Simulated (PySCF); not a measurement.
C₅H₃F₄P.
Atom-mapped SMILES: `[F:1][c:2]1[cH:3][cH:4][c:5]([C:6]([F:7])([F:8])[F:9])[pH:10]1`

Structure used (GFN2-xTB), in Å, numbered top down from 1:
```
atom  x, y, z in Å
F1     3.246    0.602   -0.377
C2     1.970    0.253   -0.210
C3     1.566   -0.901    0.355
C4     0.136   -1.007    0.403
C5    -0.510    0.058   -0.120
C6    -1.986    0.215   -0.206
F7    -2.657   -0.786    0.380
F8    -2.421    0.279   -1.477
F9    -2.405    1.353    0.383
P10    0.613    1.261   -0.893
H11    2.224   -1.654    0.752
H12   -0.363   -1.858    0.838
H13    0.583    2.186    0.155
```

NICS = −σ at a ghost point: NICS(0) at the centroid of the ring atoms, NICS(1) 1 Å to either side along the normal of their mean plane, zz for the tensor component along that normal. Level: GIAO PBE0/pcSseg-1 (PySCF, non-relativistic, gas phase) on the GFN2-xTB geometry, one conformer.

Ring bond lengths (Å), with Mayer bond orders in brackets: C2–C3 1.348 (1.68), C3–C4 1.435 (1.14), C4–C5 1.351 (1.67), C5–P10 1.818 (0.93), P10–C2 1.822 (0.96).

**Question.** What do the NICS probes read (ppm)?

**Answer.** 
```csv
ring,type,NICS(0),"NICS(1), two faces","NICS(1)zz, two faces",rms pucker (Å),"centre to ring atoms, mean (Å)"
C2–C3–C4–C5–P10,5-membered ring with P; bonds drawn aromatic by RDKit's count,-5.1,-5.1 / -5.2,-8.8 / -7.6,0.04,1.31
```

**Question.** What do they say, and how far can they be read as aromaticity?

**Answer.** 
- C2–C3–C4–C5–P10: mean NICS(1)zz -8.2 ppm, shielded. A hydrogen on P10, outside the ring, lies 1.88 Å from a NICS(1) probe.

**Question.** What does the geometric index give? HOMA = 1 − mean of α(R − Ropt)² over the ring bonds, with Krygowski's 1993 parameters (CC: Ropt 1.388 Å, α 257.7 Å⁻²; CP: Ropt 1.698 Å, α 118.91 Å⁻²).

**Answer.** 
- C2–C3–C4–C5–P10: HOMA 0.02; the largest term is that of P10–C2, α(R − Ropt)² = 1.84.
